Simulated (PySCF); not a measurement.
# Property card for `COC(=O)CCCl` (methyl 3-chloropropanoate)

Species: methyl 3-chloropropanoate, C4H7ClO2.
Numbering: `[CH3:1][O:2][C:3](=[O:4])[CH2:5][CH2:6][Cl:7]` (hydrogens: H8, H9, H10 on C1; H11, H12 on C5; H13, H14 on C6)

Among its groups: ester and C–Cl bond.

**PBE0-D3(BJ)/def2-SVP geometry optimisation, gas phase (PySCF)**

* Point group: Cs
* Rotational constants A, B, C: 8.527, 0.802, 0.743 GHz

From wB97X-D/def2-SVPD ground state and vertical TDDFT (core frozen in the response) (PySCF):

- Dipole moment: 2.61 D
- HOMO energy: -10.28 eV
- LUMO energy: 1.77 eV
- HOMO–LUMO gap: 12.05 eV
- Lowest singlet excitation: 6.04 eV (205 nm, f = 0.000)
- Strongest line among the 6 lowest singlet transitions: S5 at 8.24 eV (151 nm, f = 0.150)
- Static isotropic polarisability: 70.2 au
- Electronic spatial extent ⟨r²⟩ about the centre of nuclear charge: 1420 bohr²

Monoisotopic mass (most abundant isotopes): 122.0135 u.

The principal polarisabilities are 54.9, 65.5 and 90.1 au; their mean is the isotropic value. A dipole of 2.61 D is allowed in Cs, and pure rotational transitions are dipole-allowed. S1 lies 6.01 eV below the HOMO–LUMO gap; its leading configuration is HOMO→LUMO, weight 0.71. The largest Löwdin shares of the HOMO are 0.43 on O4, 0.29 on Cl7, 0.09 on C5 and 0.07 on C3. With B = h/(8π²I), that is 505.379 GHz u Å² over I, the principal moments of inertia are 59.3, 630.3 and 680.1 u Å² (most abundant isotopes). The rotational constants make it an asymmetric top with κ = (2B − A − C)/(A − C) = -0.98, nearer the prolate limit (−1). The 6 singlets span 6.04 to 8.54 eV, and their oscillator strengths add up to 0.19.

Conformer computed: `[CH3:1][O:2][C:3](=[O:4])[CH2:5][CH2:6][Cl:7]`: C1–O2–C3–O4 0°, O2–C3–C5–C6 -179°, C3–C5–C6–Cl7 180°.

One conformer stands for the species.
